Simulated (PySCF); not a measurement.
**Orbital energies and ionisation energy**

Species: 3-hydroxybenzoic acid, C7H6O3.
Z-matrix (Å and degrees, PBE0-D3(BJ)/def2-SVP geometry), rows numbered from 1:
```
O 
C   1  1.2061
O   2  1.3396  1  122.29
C   2  1.4858  1  124.48  3  -179.94
C   4  1.3970  2  122.25  1  -178.75
C   5  1.3941  4  118.96  2   179.80
C   6  1.3904  5  120.84  4     0.07
C   7  1.4011  6  120.07  5    -0.04
O   8  1.3476  7  117.81  6  -179.98
C   8  1.3938  7  119.47  6    -0.03
H   3  0.9688  2  106.12  1     0.26
H   5  1.0900  4  119.87  2    -0.12
H   6  1.0924  5  119.83  4  -179.90
H   7  1.0917  6  121.43  5   179.99
H   9  0.9633  8  109.32  7  -179.72
H  10  1.0938  4  118.39  2     0.11
```

Level: wB97X-D/def2-SVPD (PySCF). Frontier orbitals with their largest atomic shares (Löwdin; up to four atoms above 4 %):

| orbital | ε (eV) | main atoms |
| --- | --- | --- |
| HOMO−3 | -11.52 | O1 40 %, O3 38 %, C2 12 % |
| HOMO−2 | -10.34 | O1 67 %, O3 11 %, C2 9 %, C4 6 % |
| HOMO−1 | -9.55 | C6 20 %, C7 20 %, C4 18 %, C10 18 % |
| HOMO | -8.69 | ? |
| LUMO | 0.09 | C2 16 %, C4 14 %, C7 14 %, O1 12 % |
| LUMO+1 | 1.42 | C6 21 %, C5 19 %, C8 17 %, C10 13 % |
| LUMO+2 | 1.94 | O3 20 %, C2 18 %, O9 11 %, H11 8 % |

Question: What vertical ionisation energy does ΔSCF give, and how far is −ε(HOMO) from it?

Answer: ΔSCF: 8.82 eV (851 kJ/mol; threshold wavelength 141 nm); ⟨S²⟩ of the doublet left behind is 0.774, against 0.75 for a pure doublet. −ε(HOMO) is 8.69 eV, 0.13 eV below it. In exact Kohn–Sham theory the two would be equal; wB97X-D (range-separated hybrid) comes within 0.13 eV of that here.

Question: On which atoms does the HOMO lie?

Answer: C5 (aromatic CH carbon) 20 %, O9 (phenol-type oxygen) 19 %, C8 (aromatic carbon bearing oxygen) 17 %, C10 (aromatic CH carbon) 12 %, so no atom holds as much as 40 %. The HOMO−1 lies 0.86 eV lower.

Question: How many of the 10 lowest singlet excitations (vertical TDDFT, same level) lie below the ionisation energy?

Answer: All 10; they run from 4.67 to 7.76 eV.

Question: With α = 93.0 au, estimate the like-pair dispersion coefficient by London's formula C6 = (3/4)α²I.

Answer: I = 0.3240 Eh, so C6 ≈ 2100 au, a rough estimate.

Question: What kinetic energy would electrons from this vertical process carry with 118.2 nm light (10.49 eV)?

Answer: 10.49 − 8.82 = 1.67 eV.

One conformer (not necessarily the lowest) at the PBE0-D3(BJ)/def2-SVP geometry, without solvent, vibrations or thermal averaging.

Note: wB97X-D ran without an empirical dispersion term, which enters the total energy and its gradient alone.
